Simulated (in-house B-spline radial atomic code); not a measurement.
# Cd VII (Cd6+): [Kr] 4d6

Method: Dirac-Kohn-Sham B3LYP, spherical fractional occupations, exact exchange averaged over the configuration, Fermi nucleus of rms radius 4.6087 fm. Calculated with an all-electron radial atomic-structure program (B-spline basis).

Effective charges: Z_r = [3n² - l(l+1)]/(2<r>) from the radius, Z_e = n√(-2ε) from the energy, and Slater's rules. Values are occupation-weighted means over j. An effective charge above Z reflects the relativistic contraction of the inner shells.

```tsv
shell	electrons	ε (eV)	<r> (bohr)	Z_r	Z_e	Slater
1s	2	-26680	0.0304	49.35	44.28	47.70
2s	2	-4062.7	0.1312	45.72	34.56	43.85
2p	6	-3658.7	0.1147	43.60	32.80	43.85
3s	2	-844.31	0.3575	37.76	23.63	36.75
3p	6	-710.56	0.3562	35.09	21.68	36.75
3d	10	-499.35	0.3341	31.42	18.17	26.85
4s	2	-203.74	0.8599	27.91	15.48	20.25
4p	6	-162.42	0.9228	24.92	13.82	20.25
4d	6	-101.4	1.08	19.44	10.92	10.25
```

The least bound orbital is 4d5/2 at -101 eV, and it is also the most diffuse (<r> = 1.084 bohr).

Spin-orbit splittings of the orbital energies (j = l + 1/2 above j = l - 1/2 when positive): 2p 192.7 eV, 3p 34.69 eV, 3d 7.038 eV, 4p 6.394 eV, 4d 0.9531 eV.

For the 1s electron the small component carries 3.1 % of the norm, the zero-frequency Breit interaction raises the level by 59.44 eV, self-energy by 33.37 eV, and vacuum polarisation lowers it by 4.255 eV.
